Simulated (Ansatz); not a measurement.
Compare A (`C[SiH](C)C#N`) with its isomer B (`[SiH3]N=C1CC1`).

Isolated molecules relaxed with PBE0-D4/def2-TZVP in Ansatz; ΔE leaves out vibrations. CBS: MP2 limit from def2 TZ/QZ plus the TZ coupled-cluster correction, frozen cores. Functionals use def2-TZVPP. B3LYP here is the variant with VWN-RPA as its local correlation; programs differ in this.

A:

```xyz
12

C    -0.087   -0.584    1.556
Si    0.442   -0.245   -0.195
C    -0.977    0.114   -1.344
C     1.538    1.260   -0.168
N     2.200    2.203   -0.143
H     0.779   -0.747    2.202
H    -0.716   -1.477    1.596
H    -0.659    0.255    1.958
H     1.297   -1.339   -0.721
H    -1.562    0.964   -0.984
H    -1.638   -0.753   -1.411
H    -0.617    0.348   -2.348
```

B:

```xyz
12

Si    0.3771   -1.6186    1.4474
N     0.5877    0.0591    1.0322
C     0.1429    0.5747   -0.0153
C     0.0251    1.7920   -0.8042
C    -0.5899    0.4551   -1.2795
H    -0.3329   -1.6805    2.7496
H     1.7243   -2.2238    1.5984
H    -0.3959   -2.3927    0.4317
H    -0.6543    2.5674   -0.4652
H     0.9014    2.1585   -1.3290
H    -0.1150   -0.0496   -2.1145
H    -1.6704    0.3585   -1.2516
```

**Question.** Which isomer does CCSD(T)/CBS put lower? Give the gap. (An estimate is asked.)

**Answer.** Computed: A, by 234.3 kJ/mol.

**Question.** Give E(B) − E(A) in kJ/mol with B3LYP, ωB97M-V, PBE0-D4, CCSD(T)/def2-TZVPP, HF/def2-TZVPP, CCSD/def2-TZVPP, PBE-D4. (Estimate.)

**Answer.** The calculation gave: B3LYP 216.5, ωB97M-V 223.2, PBE0-D4 199.1, CCSD(T)/def2-TZVPP 235.7, HF/def2-TZVPP 236.2, CCSD/def2-TZVPP 236.4, PBE-D4 196.5. None reverses the order clearly.

Largest T1 diagnostic: 0.012.
